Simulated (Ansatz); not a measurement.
Wavefunction ladder for CH$_{13}$GaSi$_{2}$Sn$_{2}$, SMILES `[SiH3][SiH2][CH2][SnH2][SnH2][GaH2]`

```xyz
19

Si   -1.576    1.062    0.731
Si    0.561    0.742    1.661
C     0.838   -1.075    1.928
Sn    0.767   -2.201    0.071
Sn    0.248   -0.654   -2.191
Ga   -0.326    1.907   -2.012
H    -1.574    1.977   -0.485
H    -2.513    1.774    1.641
H    -2.216   -0.201    0.274
H     0.608    1.546    2.917
H     1.571    1.297    0.721
H     0.080   -1.495    2.593
H     1.817   -1.250    2.381
H    -0.445   -3.395    0.278
H     2.275   -3.002   -0.067
H    -0.989   -1.516   -3.011
H     1.653   -0.836   -3.163
H    -1.500    2.444   -2.908
H     0.722    2.876   -1.361
```

Total charge 0; spin multiplicity 1. Correlated methods include outer-core shells of Ga, Sn, which these sets cover unevenly. Scalar relativity is left out up to krypton. Sn: def2 effective core potential. The geometry is a stationary point of PBE0-D4/def2-TZVP. It is one conformer, not always the lowest. Frozen core, restricted reference, Ansatz 0.2.0.

```
     basis      HF (Eh)  MP2 corr.  CCSD corr.       (T)  CCSD(T) total
  def2-SVP  -2972.74465   -0.80962    -0.90097  -0.02984    -2973.67546
def2-TZVPP  -2973.26201   -1.35224    -1.41383  -0.05064    -2974.72648
def2-QZVPP  -2973.32531   -2.05646           –         –              –
```
